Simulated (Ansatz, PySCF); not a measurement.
Species: C3H6S (charge 0, singlet). 
Structure (B3LYP-D3(BJ)/def2-TZVP (Ansatz, a program for electronic structure) minimum search):
```
C
H 1 1.0897
H 1 1.0913 2 108.40
C 1 1.5398 2 110.51 3 127.23
H 4 1.0876 1 116.43 2 -20.36
H 4 1.0895 5 109.53 1 130.61
C 1 1.5398 2 110.51 3 -127.23
H 7 1.0876 1 116.43 2 20.36
H 7 1.0895 8 109.53 1 -130.61
S 4 1.8489 5 114.13 6 125.09
```

Property: vertical ionisation energy (to the doublet state of charge +1; each state is the SCF solution reached for its spin), in eV. Correlated levels leave the core frozen unless marked. Open shells are spin-unrestricted. No spin-orbit coupling. No relativistic terms. CBS marks a two-point X^-3 extrapolation of the correlation energy; Hartree-Fock from the larger set.

```
level                                        program  vertical ionisation energy (eV)
-------------------------------------------  -------  -------------------------------
HF/aug-cc-pV(D+d)Z                            Ansatz                             7.54
HF/aug-cc-pV(T+d)Z                            Ansatz                             7.52
HF/aug-cc-pV(Q+d)Z                            Ansatz                             7.51
SVWN5/def2-TZVPD                              Ansatz                             8.62
PBE/def2-TZVPD                                Ansatz                             8.46
r2SCAN/def2-TZVPD                             Ansatz                             8.46
B3LYP/def2-TZVPD                              Ansatz                             8.59
PBE0/def2-TZVPD                               Ansatz                             8.53
BHLYP/def2-TZVPD                              Ansatz                             8.47
CAM-B3LYP/def2-TZVPD                          Ansatz                             8.62
wB97M-V/def2-TZVPD                            Ansatz                             8.66
wB97X-V/def2-TZVPD                            Ansatz                             8.65
B2PLYP/def2-TZVPD                             Ansatz                             8.58
MP2/aug-cc-pV(D+d)Z                           Ansatz                             8.64
RI-MP2/aug-cc-pV(T+d)Z                        Ansatz                             8.79
RI-MP2/aug-cc-pV(Q+d)Z                        Ansatz                             8.86
RI-MP2/CBS(aug-cc-pV(T+d)Z,aug-cc-pV(Q+d)Z)   Ansatz                             8.90
SCS-MP2/aug-cc-pV(D+d)Z                       Ansatz                             8.60
CCSD/aug-cc-pV(D+d)Z                          Ansatz                             8.48
CCSD(T)/aug-cc-pV(D+d)Z                       Ansatz                             8.53
```

For comparison, minus the highest occupied orbital energy (PySCF): 5.69 eV at TPSSh/def2-TZVPD, 7.51 eV at M06-2X/def2-TZVPD, 9.13 eV at HF/def2-TZVPD.
